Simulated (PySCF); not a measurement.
BH$_{4}$O$_{2}$Si (calculated)

All values are calculated (PySCF 2.14.0). Calculation on a computer-drawn molecule: the log of a Hartree-Fock and frozen-core CCSD(T) single point meant for a local Hartree-Fock minimum, with one planted fault or none, to be diagnosed. Offsets are logged minus clean, where the clean run is the same molecule without the fault. The reference is restricted for singlets and unrestricted otherwise, and also for a bond in bohr or an excited solution. Adding or removing an electron swaps singlet and doublet. The excited solution moves the top pair (singlet) or top alpha electron (doublet) to the lowest empty orbital. Highest occupied and lowest empty are orbital energies over both spins, largest force is the largest gradient component, triples share is (T) over the correlation energy, the T1 limit is 0.02 restricted and 0.045 unrestricted, electrons count all cores, a negative frequency is imaginary (commonest isotopes), and the dipole is about the centre of nuclear charge.

Common to all runs: meant charge 0; meant multiplicity 2; meant basis cc-pV(D+d)Z; logged electrons 39; logged SCF converged yes; logged CC converged yes; logged SCF stable within its kind yes; possible faults no fault, one electron removed, one electron added, multiplicity raised by two, geometry at a saddle point, SCF held on an excited solution, minimal basis STO-3G, one bond length entered in bohr, all coordinates scaled.

```json
{"entry": 1, "formula": "BH4O2Si", "logged_structure": {"atoms_angstrom": [["O", 1.1004, 1.6324, 0.4373], ["B", 0.2764, 1.1905, -0.5402], ["O", 0.3245, -0.0762, -1.0433], ["Si", 1.2009, -1.4733, -1.0451], ["H", 1.7145, 0.9921, 0.7654], ["H", -1.2481, 2.6413, -1.3578], ["H", 2.2257, -1.4356, 0.0334], ["H", 0.281, -2.6112, -0.8313]]}, "given": {"logged_basis_functions": 85, "logged_spin_squared": 1.3844, "logged_highest_occupied [eV]": -9.5252, "logged_lowest_empty [eV]": 1.2069, "logged_largest_force [hartree/bohr]": 0.019013, "logged_T1_diagnostic": 0.058925, "logged_D1_diagnostic": 0.27589, "logged_triples_share": 0.029163, "logged_dipole_magnitude [debye]": 3.2008, "logged_energy_HF [hartree]": -465.65491, "logged_energy_CCSD(T) [hartree]": -466.2374, "drawn_bonds_atom": [1, 2, 3, 1, 2, 4, 4], "drawn_bonds_other_atom": [2, 3, 4, 5, 6, 7, 8], "drawn_bonds_order": [1, 1, 1, 1, 1, 1, 1]}, "results": {}, "notes": ["T1 above single-reference limit"]}
{"entry": 2, "formula": "BH4O2Si", "logged_structure": {"atoms_angstrom": [["O", 1.1004, 1.6324, 0.4373], ["B", 0.2764, 1.1905, -0.5402], ["O", 0.3245, -0.0762, -1.0433], ["Si", 1.2009, -1.4733, -1.0451], ["H", 1.7145, 0.9921, 0.7654], ["H", -0.5303, 1.9583, -0.9728], ["H", 2.2257, -1.4356, 0.0334], ["H", 0.281, -2.6112, -0.8313]]}, "given": {"logged_basis_functions": 28, "logged_spin_squared": 0.7512, "logged_highest_occupied [eV]": -6.5688, "logged_lowest_empty [eV]": 5.6509, "logged_largest_force [hartree/bohr]": 0.04387, "logged_T1_diagnostic": 0.018667, "logged_D1_diagnostic": 0.076461, "logged_triples_share": 0.038561, "logged_dipole_magnitude [debye]": 2.8781, "logged_energy_HF [hartree]": -460.05167, "logged_energy_CCSD(T) [hartree]": -460.24331, "drawn_bonds_atom": [1, 2, 3, 1, 2, 4, 4], "drawn_bonds_other_atom": [2, 3, 4, 5, 6, 7, 8], "drawn_bonds_order": [1, 1, 1, 1, 1, 1, 1]}, "results": {}}
```

Question: Give the missing planted fault for BH$_{4}$O$_{2}$Si (entry 1).
Answer: one bond length entered in bohr, row 5 of the drawn bonds

Question: Which fault was planted in the run of BH$_{4}$O$_{2}$Si (entry 2)?
Answer: minimal basis STO-3G

Further results for BH$_{4}$O$_{2}$Si (entry 1):

- HF energy offset from clean run: 80.29 kcal/mol
- CCSD(T) energy offset from clean run: 78.51 kcal/mol

Further results for BH$_{4}$O$_{2}$Si (entry 2):

* HF energy offset from clean run: 3596 kcal/mol
* CCSD(T) energy offset from clean run: 3840 kcal/mol
